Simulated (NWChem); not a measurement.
Molecule: Si2H6Te; SMILES [SiH3][Te][SiH3]

Program: NWChem. The geometry was optimised at PBE0/def2-SVP (def2 core potentials past Kr).

For level B3LYP/STO-3G, non-relativistic:

```
Property                     Result
---------------------------  ------
highest occupied level (eV)   -3.59
orbital gap (eV)               6.72
dipole (D)                     2.34
```

Question: What are these values for level B3LYP/3-21G, non-relativistic?

Answer: 
| Property | Result |
|---|---|
| highest occupied level (eV) | -6.18 |
| orbital gap (eV) | 5.34 |
| dipole (D) | 1.03 |
